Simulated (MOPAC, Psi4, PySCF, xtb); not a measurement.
Torsional profile of SMILES CS/C=C\O. Scanned: dihedral C1–S2–C3–C4; all other coordinates were relaxed at GFN2-xTB. Points at φ and −φ are mirror images. Heavy atoms are numbered in the order of the SMILES CS/C=C\O, hydrogens after them in the order of the atoms that carry them; the mirror image has the same energies with the sign of each dihedral reversed.

Levels: RHF/STO-3G = restricted Hartree-Fock/STO-3G // GFN2-xTB (PySCF); GFN1-xTB // GFN2-xTB (xtb); PM7, restricted, heats of formation // GFN2-xTB (MOPAC); MP2/cc-pVTZ = DF-MP2 (frozen core)/cc-pVTZ // GFN2-xTB (Psi4 1.11).

Energies relative to the lowest point of each profile, in kcal/mol; the last columns give the difference from MP2:

```json
[
 {"φ / °": "-165", "RHF/STO-3G": "0.9", "GFN1-xTB": "0.6", "PM7": "0.7", "MP2/cc-pVTZ": "3.4", "RHF/STO-3G − MP2/cc-pVTZ": "-2.5", "GFN1-xTB − MP2/cc-pVTZ": "-2.8", "PM7 − MP2/cc-pVTZ": "-2.7"},
 {"φ / °": "-150", "RHF/STO-3G": "0.4", "GFN1-xTB": "0.4", "PM7": "0.4", "MP2/cc-pVTZ": "2.3", "RHF/STO-3G − MP2/cc-pVTZ": "-1.8", "GFN1-xTB − MP2/cc-pVTZ": "-1.9", "PM7 − MP2/cc-pVTZ": "-1.9"},
 {"φ / °": "-135", "RHF/STO-3G": "0.1", "GFN1-xTB": "0.1", "PM7": "0.1", "MP2/cc-pVTZ": "1.2", "RHF/STO-3G − MP2/cc-pVTZ": "-1.1", "GFN1-xTB − MP2/cc-pVTZ": "-1.0", "PM7 − MP2/cc-pVTZ": "-1.1"},
 {"φ / °": "-120", "RHF/STO-3G": "0.0", "GFN1-xTB": "0.0", "PM7": "0.0", "MP2/cc-pVTZ": "0.4", "RHF/STO-3G − MP2/cc-pVTZ": "-0.4", "GFN1-xTB − MP2/cc-pVTZ": "-0.4", "PM7 − MP2/cc-pVTZ": "-0.4"},
 {"φ / °": "-105", "RHF/STO-3G": "0.2", "GFN1-xTB": "0.0", "PM7": "0.1", "MP2/cc-pVTZ": "0.0", "RHF/STO-3G − MP2/cc-pVTZ": "0.2", "GFN1-xTB − MP2/cc-pVTZ": "0.0", "PM7 − MP2/cc-pVTZ": "0.1"},
 {"φ / °": "-90", "RHF/STO-3G": "0.8", "GFN1-xTB": "0.2", "PM7": "0.5", "MP2/cc-pVTZ": "0.0", "RHF/STO-3G − MP2/cc-pVTZ": "0.8", "GFN1-xTB − MP2/cc-pVTZ": "0.2", "PM7 − MP2/cc-pVTZ": "0.4"},
 {"φ / °": "-75", "RHF/STO-3G": "1.7", "GFN1-xTB": "0.6", "PM7": "0.7", "MP2/cc-pVTZ": "0.5", "RHF/STO-3G − MP2/cc-pVTZ": "1.2", "GFN1-xTB − MP2/cc-pVTZ": "0.1", "PM7 − MP2/cc-pVTZ": "0.2"},
 {"φ / °": "-60", "RHF/STO-3G": "3.0", "GFN1-xTB": "1.4", "PM7": "0.8", "MP2/cc-pVTZ": "1.7", "RHF/STO-3G − MP2/cc-pVTZ": "1.3", "GFN1-xTB − MP2/cc-pVTZ": "-0.3", "PM7 − MP2/cc-pVTZ": "-1.0"},
 {"φ / °": "-45", "RHF/STO-3G": "4.8", "GFN1-xTB": "2.0", "PM7": "0.7", "MP2/cc-pVTZ": "4.4", "RHF/STO-3G − MP2/cc-pVTZ": "0.4", "GFN1-xTB − MP2/cc-pVTZ": "-2.3", "PM7 − MP2/cc-pVTZ": "-3.6"},
 {"φ / °": "-30", "RHF/STO-3G": "5.7", "GFN1-xTB": "2.4", "PM7": "1.0", "MP2/cc-pVTZ": "5.9", "RHF/STO-3G − MP2/cc-pVTZ": "-0.2", "GFN1-xTB − MP2/cc-pVTZ": "-3.5", "PM7 − MP2/cc-pVTZ": "-4.9"},
 {"φ / °": "-15", "RHF/STO-3G": "6.5", "GFN1-xTB": "2.5", "PM7": "1.5", "MP2/cc-pVTZ": "7.0", "RHF/STO-3G − MP2/cc-pVTZ": "-0.5", "GFN1-xTB − MP2/cc-pVTZ": "-4.5", "PM7 − MP2/cc-pVTZ": "-5.5"},
 {"φ / °": "0", "RHF/STO-3G": "6.8", "GFN1-xTB": "2.6", "PM7": "1.7", "MP2/cc-pVTZ": "7.4", "RHF/STO-3G − MP2/cc-pVTZ": "-0.6", "GFN1-xTB − MP2/cc-pVTZ": "-4.8", "PM7 − MP2/cc-pVTZ": "-5.7"},
 {"φ / °": "15", "RHF/STO-3G": "6.5", "GFN1-xTB": "2.5", "PM7": "1.5", "MP2/cc-pVTZ": "7.0", "RHF/STO-3G − MP2/cc-pVTZ": "-0.5", "GFN1-xTB − MP2/cc-pVTZ": "-4.5", "PM7 − MP2/cc-pVTZ": "-5.5"},
 {"φ / °": "30", "RHF/STO-3G": "5.7", "GFN1-xTB": "2.4", "PM7": "1.0", "MP2/cc-pVTZ": "5.9", "RHF/STO-3G − MP2/cc-pVTZ": "-0.2", "GFN1-xTB − MP2/cc-pVTZ": "-3.5", "PM7 − MP2/cc-pVTZ": "-4.9"},
 {"φ / °": "45", "RHF/STO-3G": "4.8", "GFN1-xTB": "2.0", "PM7": "0.7", "MP2/cc-pVTZ": "4.4", "RHF/STO-3G − MP2/cc-pVTZ": "0.4", "GFN1-xTB − MP2/cc-pVTZ": "-2.3", "PM7 − MP2/cc-pVTZ": "-3.6"},
 {"φ / °": "60", "RHF/STO-3G": "3.0", "GFN1-xTB": "1.4", "PM7": "0.8", "MP2/cc-pVTZ": "1.7", "RHF/STO-3G − MP2/cc-pVTZ": "1.3", "GFN1-xTB − MP2/cc-pVTZ": "-0.3", "PM7 − MP2/cc-pVTZ": "-1.0"},
 {"φ / °": "75", "RHF/STO-3G": "1.7", "GFN1-xTB": "0.6", "PM7": "0.7", "MP2/cc-pVTZ": "0.5", "RHF/STO-3G − MP2/cc-pVTZ": "1.2", "GFN1-xTB − MP2/cc-pVTZ": "0.1", "PM7 − MP2/cc-pVTZ": "0.2"},
 {"φ / °": "90", "RHF/STO-3G": "0.8", "GFN1-xTB": "0.2", "PM7": "0.5", "MP2/cc-pVTZ": "0.0", "RHF/STO-3G − MP2/cc-pVTZ": "0.8", "GFN1-xTB − MP2/cc-pVTZ": "0.2", "PM7 − MP2/cc-pVTZ": "0.4"},
 {"φ / °": "105", "RHF/STO-3G": "0.2", "GFN1-xTB": "0.0", "PM7": "0.1", "MP2/cc-pVTZ": "0.0", "RHF/STO-3G − MP2/cc-pVTZ": "0.2", "GFN1-xTB − MP2/cc-pVTZ": "0.0", "PM7 − MP2/cc-pVTZ": "0.1"},
 {"φ / °": "120", "RHF/STO-3G": "0.0", "GFN1-xTB": "0.0", "PM7": "0.0", "MP2/cc-pVTZ": "0.4", "RHF/STO-3G − MP2/cc-pVTZ": "-0.4", "GFN1-xTB − MP2/cc-pVTZ": "-0.4", "PM7 − MP2/cc-pVTZ": "-0.4"},
 {"φ / °": "135", "RHF/STO-3G": "0.1", "GFN1-xTB": "0.1", "PM7": "0.1", "MP2/cc-pVTZ": "1.2", "RHF/STO-3G − MP2/cc-pVTZ": "-1.1", "GFN1-xTB − MP2/cc-pVTZ": "-1.0", "PM7 − MP2/cc-pVTZ": "-1.1"},
 {"φ / °": "150", "RHF/STO-3G": "0.4", "GFN1-xTB": "0.4", "PM7": "0.4", "MP2/cc-pVTZ": "2.3", "RHF/STO-3G − MP2/cc-pVTZ": "-1.8", "GFN1-xTB − MP2/cc-pVTZ": "-1.9", "PM7 − MP2/cc-pVTZ": "-1.9"},
 {"φ / °": "165", "RHF/STO-3G": "0.9", "GFN1-xTB": "0.6", "PM7": "0.7", "MP2/cc-pVTZ": "3.4", "RHF/STO-3G − MP2/cc-pVTZ": "-2.5", "GFN1-xTB − MP2/cc-pVTZ": "-2.8", "PM7 − MP2/cc-pVTZ": "-2.7"},
 {"φ / °": "180", "RHF/STO-3G": "1.1", "GFN1-xTB": "0.7", "PM7": "0.8", "MP2/cc-pVTZ": "3.9", "RHF/STO-3G − MP2/cc-pVTZ": "-2.8", "GFN1-xTB − MP2/cc-pVTZ": "-3.2", "PM7 − MP2/cc-pVTZ": "-3.0"}
]
```

RHF/STO-3G is furthest from MP2/cc-pVTZ at 180 (-2.8 kcal/mol, below); its mean absolute difference over the points is 1.0 kcal/mol.

GFN1-xTB is furthest from MP2/cc-pVTZ at 0 (-4.8 kcal/mol, below); its mean absolute difference over the points is 1.7 kcal/mol.

PM7 is furthest from MP2/cc-pVTZ at 0 (-5.7 kcal/mol, below); its mean absolute difference over the points is 2.2 kcal/mol.
